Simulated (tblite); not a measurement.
Compound: C6H11ClO2Si.
Cartesian coordinates in Å at the GFN2-xTB level; atoms count from 1:
```
atom  x, y, z in Å
C1    -0.777   -1.604   -1.658
O2    -0.433   -1.044   -0.413
C3    -0.687    0.266   -0.157
C4    -1.585    1.013   -1.086
C5    -0.072    0.749    0.951
C6    -0.191    2.109    1.430
O7     0.401    2.557    2.388
C8     0.840   -0.160    1.725
Si9    2.145   -1.025    0.636
Cl10   2.416   -0.004   -1.093
H11   -0.427   -2.634   -1.622
H12   -1.858   -1.598   -1.823
H13   -0.275   -1.085   -2.480
H14   -2.540    0.497   -1.188
H15   -1.773    2.018   -0.728
H16   -1.127    1.079   -2.073
H17   -0.876    2.763    0.857
H18    1.316    0.440    2.501
H19    0.249   -0.927    2.227
H20    3.442   -0.993    1.312
H21    1.803   -2.402    0.294
```

Computed values, GFN2-xTB/tblite, gas phase, harmonic and unscaled. This tight-binding method is rough: wavenumbers can miss measured ones by several per cent, in bad cases by 10 to 20. Modes of hydrogen on silicon can be 10 to 20 % off. One conformer, not necessarily the lowest.

Harmonic wavenumbers (cm⁻¹): 47.3, 64.7, 73.0, 98.8, 120.8, 137.6, 160.5, 173.3, 233.1, 240.1, 263.9, 347.1, 377.7, 420.9, 460.5, 480.1, 504.3, 549.7, 573.7, 621.1, 680.6, 738.9, 788.4, 814.7, 841.7, 898.5, 935.2, 1012.9, 1042.9, 1090.2, 1114.6, 1137.7, 1159.4, 1219.7, 1250.6, 1297.2, 1379.1, 1402.5, 1408.9, 1451.8, 1454.4, 1456.1, 1473.4, 1477.7, 1622.8, 1710.3, 2250.8, 2285.1, 2761.2, 2956.9, 2966.0, 2969.0, 2995.3, 2995.4, 3008.0, 3034.3, 3090.1.

A = 1061, B = 876.9, C = 622.6 MHz; mass 178.022 u (most abundant isotopes); point group C1, symmetry number 1.

**Question.** What is the zero-point energy?

**Answer.** Half the sum of the wavenumbers: 34060 cm⁻¹ = 407.45 kJ/mol.

**Question.** Entropy at 298.15 K, 1 bar (ideal gas, RRHO, classical rotation)?

**Answer.** Translation 173.48, rotation 128.43, vibration 174.53: S = 476.4 J/(mol K).

**Question.** And Cp and H(298.15 K) − H(0)?

**Answer.** Cp = 200.42 J/(mol K), of which vibrations give 167.17 (their classical limit is 57 R = 473.9); H(298.15 K) − H(0) = 36.83 kJ/mol without the zero-point energy, 26.91 from vibrations.

**Question.** What must be added to the electronic energy to get the Gibbs energy at 298.15 K and 1 bar?

**Answer.** ZPE + [H(298.15 K) − H(0)] − T·S = 407.45 + 36.83 − 142.05 = 302.23 kJ/mol.

**Question.** How do the functions run with temperature in this model?

**Answer.** 
| T (K) | S (J/(mol K)) | Cp (J/(mol K)) | H − H(0) (kJ/mol) | G − H(0) (kJ/mol) | ln q(vib) |
| --- | --- | --- | --- | --- | --- |
| 150 | 365.7 | 128.7 | 12.34 | -42.51 | 4.52 |
| 250 | 443.2 | 178.0 | 27.71 | -83.08 | 8.36 |
| 400 | 541.6 | 244.2 | 59.52 | -157.12 | 13.76 |
| 600 | 654.2 | 311.6 | 115.51 | -277.00 | 20.42 |
| 900 | 794.0 | 377.0 | 219.63 | -494.99 | 29.42 |

q(vib) and H(0) count from the zero-point level.

Hindered rotation and anharmonicity are outside this model. Other conformers, if any are populated, would add a mixing term that is left out. The structure is chiral; the term R ln 2 for an equal mix with its mirror image is left out.

On an Arm Neoverse V1 with one thread, shared host with 32 logical CPUs at a one-minute load of 4.3, this took 1.2 s. This covers the Hessian and the dipole derivatives.
